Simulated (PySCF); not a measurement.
Mo²⁺: excitation energy

Mo²⁺ [Kr] 4d4 (5D) → Mo²⁺ [Kr] 4d3 5s1 (5F), as a difference of total energies. All numbers are calculated (PySCF 2.14, scalar relativity by spin-free X2C-1e, in Sapporo-DKH3-TZP-2012 (9s7p5d2f1g, 78 functions)). Correlated levels: valence and next inner shell: [Ar] 3d10 frozen. The calculations carry no spin-orbit coupling.

```json
{"method": "UHF", "excitation energy (eV)": "3.882"}
{"method": "MP2 (valence and next inner shell)", "excitation energy (eV)": "3.990"}
{"method": "SCS-MP2 (valence and next inner shell)", "excitation energy (eV)": "3.944"}
{"method": "CCSD (valence and next inner shell)", "excitation energy (eV)": "3.930"}
{"method": "CCSD(T) (valence and next inner shell)", "excitation energy (eV)": "3.918"}
```

Q: How much does correlation contribute at CCSD(T) (valence and next inner shell)?

A: 3.918 − (3.882) = 0.036 eV, measured against UHF.

The basis was made for the ground configuration and has no added diffuse functions, so the excitation energy can come out too high.
